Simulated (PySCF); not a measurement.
# Zr²⁺: excitation energy

Zr²⁺ [Kr] 4d2 (3F) → Zr²⁺ [Kr] 4d1 5p1 (high-spin determinant), as a difference of total energies. Calculation: PySCF 2.14, in x2c-TZVPPall with one added diffuse shell each of s, p, d, f type (9s7p7d3f1g, 95 functions); the spin-free X2C one-electron Hamiltonian (Gaussian nucleus). Correlated levels: valence and next inner shell: [Ar] 3d10 frozen. The calculations carry no spin-orbit coupling.

| method | excitation energy (eV) |
| --- | --- |
| UHF | 6.736 |
| MP2 (valence and next inner shell) | 6.734 |
| SCS-MP2 (valence and next inner shell) | 6.761 |
| CCSD (valence and next inner shell) | 6.757 |
| CCSD(T) (valence and next inner shell) | 6.744 |

A first-order spin-orbit estimate (lowest level to lowest level, LS coupling) adds -0.049 eV.

The determinant of the upper state mixes LS terms, which raises its energy above the lowest term, most at the Hartree-Fock and MP2 levels.
